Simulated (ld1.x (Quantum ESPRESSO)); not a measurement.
## Scattering properties, ultrasoft potential for titanium

```json
{
  "Element": "Ti (Z = 22)",
  "Generator": "ld1.x (Quantum ESPRESSO) 7.5",
  "Type": "ultrasoft",
  "Functional": "PBE",
  "Relativity": "scalar-relativistic",
  "Frozen core": "[Ne]",
  "Valence charge": "12",
  "Reference configuration": "3s2 3p6 3d1 4s0 4p0 (charge +3)",
  "Partial waves": "3s (bound): rcut 1.30, rcutus 1.50 bohr; 4s (bound, empty): rcut 1.30, rcutus 1.50 bohr; 3p (bound): rcut 1.50, rcutus 1.80 bohr; 4p (bound, empty): rcut 1.50, rcutus 1.80 bohr; 3d (bound): rcut 2.20, rcutus 2.35 bohr; 3d channel at -1.85 Ry: rcut 2.20, rcutus 2.35 bohr; 4f channel at 0.4 Ry: rcut 1.75, rcutus 2.05 bohr; 4f channel at 2.15 Ry: rcut 1.75, rcutus 2.05 bohr",
  "Local potential": "all-electron potential smoothed inside 1.70 bohr (lloc = -1)",
  "Core correction": "a·sin(br)/r model core, default radius (core density twice the valence density)",
  "Augmentation charge": "PSQ, inside the norm-conserving radii"
}
```

The phase is arctan(r·u′/u) with u = r·R(r), unwrapped; energies in Ry, scanned from -9 to 5 Ry. A pole is an energy at which the radial function vanishes at the test radius. The pseudo phase is shifted by a multiple of π to meet the all-electron one at the reference energy, and phase errors are pseudo minus all-electron; the curves can meet again beyond the range given. Levels narrower than the energy grid can be missing from the lists of poles.

```
channel  radius (bohr)  reference energy (Ry)  poles, all-electron  poles, pseudo  unbroken range about the reference energy with phases within 0.05 rad  phase error 1 Ry above the reference energy (rad)
      s           2.56                  -1.94          -6.96, 0.44    -6.96, 0.45                                                              below 3.8                                             -0.000
      p           2.56                  -1.54          -5.16, 1.37    -5.16, 1.14                                                              below 2.0                                             -0.006
      d           2.56                  -2.55          -2.36, 2.71    -2.36, 1.53                                                             below -0.6                                             -0.000
      f           2.56                   0.40                 2.39           2.39                                                        the whole range                                             +0.000
```

The ghost test of this file was not conclusive. Its overlap operator is not positive definite in a basis up to 400 Ry (lowest eigenvalue s -0.33), so the file is unfit for use: the generalised eigenproblem breaks down once the basis is large enough, and its test numbers describe a broken file.

Phases in the d channel:

```tsv
E (Ry)	all-electron	pseudo
-9.00	1.425	1.424
-8.76	1.423	1.421
-8.52	1.420	1.418
-8.28	1.417	1.416
-8.04	1.414	1.413
-7.80	1.411	1.409
-7.56	1.408	1.406
-7.32	1.404	1.402
-7.08	1.400	1.398
-6.84	1.396	1.394
-6.60	1.391	1.390
-6.36	1.387	1.385
-6.12	1.381	1.379
-5.88	1.376	1.374
-5.64	1.369	1.367
-5.40	1.362	1.360
-5.16	1.354	1.352
-4.92	1.345	1.343
-4.68	1.335	1.332
-4.44	1.322	1.320
-4.20	1.307	1.305
-3.96	1.288	1.286
-3.72	1.263	1.261
-3.48	1.228	1.226
-3.24	1.169	1.167
-3.00	1.041	1.039
-2.76	0.487	0.485
-2.52	-1.295	-1.295
-2.28	-1.634	-1.634
-2.04	-1.745	-1.745
-1.80	-1.815	-1.815
-1.56	-1.875	-1.876
-1.32	-1.940	-1.942
-1.08	-2.019	-2.025
-0.84	-2.128	-2.146
-0.60	-2.294	-2.346
-0.36	-2.570	-2.720
-0.12	-3.021	-3.345
0.12	-3.566	-3.928
0.36	-3.973	-4.255
0.60	-4.215	-4.432
0.84	-4.361	-4.541
1.08	-4.456	-4.616
1.32	-4.523	-4.672
1.56	-4.573	-4.718
1.80	-4.612	-4.758
2.04	-4.644	-4.795
2.28	-4.671	-4.831
2.52	-4.695	-4.868
2.76	-4.717	-4.908
3.00	-4.737	-4.954
3.24	-4.756	-5.009
3.48	-4.776	-5.078
3.72	-4.795	-5.170
3.96	-4.816	-5.299
4.20	-4.838	-5.491
4.44	-4.863	-5.783
4.68	-4.893	-6.189
4.92	-4.929	-6.618
```
